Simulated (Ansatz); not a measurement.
C₂H₃F₃SSi, SMILES `C=CS[Si](F)(F)F`, charge 0, multiplicity 1.

Question: Give a relaxed structure at PBE0-D4/def2-TZVP (Ansatz 0.2.0). (Best estimate.)

Answer: The calculation gave: 
Z-matrix (Å, degrees):
```
Si
F 1 1.576
F 1 1.574 2 107.8
S 1 2.085 2 113.2 3 119.9
F 1 1.575 2 106.1 3 -115.9
C 4 1.785 1 95.6 2 64.9
C 6 1.323 4 123.4 1 -81.6
H 6 1.084 4 114.5 1 100.4
H 7 1.084 6 120.2 4 -178.6
H 7 1.084 6 122.0 4 1.9
```
This is one stationary point; other conformers may exist.
